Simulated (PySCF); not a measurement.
Input file for PySCF: D3(BJ) and D4 dispersion corrections on CH6OSi (SMILES C[SiH2]O), a point of a torsion scan.

```python
from pyscf import gto
from pyscf.dispersion import dftd3, dftd4

mol = gto.M(
    atom='''
    C    -1.17285087    0.30671095    0.05557174
    Si    0.52591724   -0.48622288   -0.19861668
    O     1.62400313    0.65763627    0.18007226
    H    -1.96674131   -0.36030143   -0.26534166
    H    -1.26431045    1.22740417   -0.51353529
    H    -1.34613713    0.54982581    1.10018261
    H     0.69522561   -1.64899334    0.68044590
    H     0.73612668   -0.88156223   -1.59272282
    H     2.42216596    0.46283427    0.65992993
    ''',
    basis='def2-svp',
    charge=0, spin=0, verbose=0, max_memory=1800)
d3, d4 = {}, {}
for xc in ['hf', 'pbe', 'blyp', 'revpbe', 'tpss', 'r2scan', 'b3lyp', 'pbe0', 'bhlyp', 'camb3lyp', 'b2plyp']:
    d3[xc] = float(dftd3.DFTD3Dispersion(mol, xc=xc, version='d3bj', atm=False).get_dispersion()['energy'])
    print(f'D3(BJ) {xc:10s} {d3[xc]:14.8f} Eh')
for xc in ['hf', 'pbe', 'blyp', 'revpbe', 'tpss', 'r2scan', 'b3lyp', 'pbe0', 'bhlyp', 'camb3lyp', 'b2plyp']:
    d4[xc] = float(dftd4.DFTD4Dispersion(mol, xc={'camb3lyp': 'cam-b3lyp'}.get(xc, xc), atm=True).get_dispersion()['energy'])
    print(f'D4     {xc:10s} {d4[xc]:14.8f} Eh')
```

Program output:

```
D3(BJ) hf            -0.04455730 Eh
D3(BJ) pbe           -0.00518170 Eh
D3(BJ) blyp          -0.01111910 Eh
D3(BJ) revpbe        -0.01323696 Eh
D3(BJ) tpss          -0.00649385 Eh
D3(BJ) r2scan        -0.00139193 Eh
D3(BJ) b3lyp         -0.00909399 Eh
D3(BJ) pbe0          -0.00443927 Eh
D3(BJ) bhlyp         -0.00718785 Eh
D3(BJ) camb3lyp      -0.00396106 Eh
D3(BJ) b2plyp        -0.00421926 Eh
D4     hf            -0.01821197 Eh
D4     pbe           -0.00483083 Eh
D4     blyp          -0.01086265 Eh
D4     revpbe        -0.01591386 Eh
D4     tpss          -0.00653197 Eh
D4     r2scan        -0.00115359 Eh
D4     b3lyp         -0.00778823 Eh
D4     pbe0          -0.00401963 Eh
D4     bhlyp         -0.00565883 Eh
D4     camb3lyp      -0.00402198 Eh
D4     b2plyp        -0.00334424 Eh
```

The run finished.

Cost: very roughly 0.04 core-seconds.
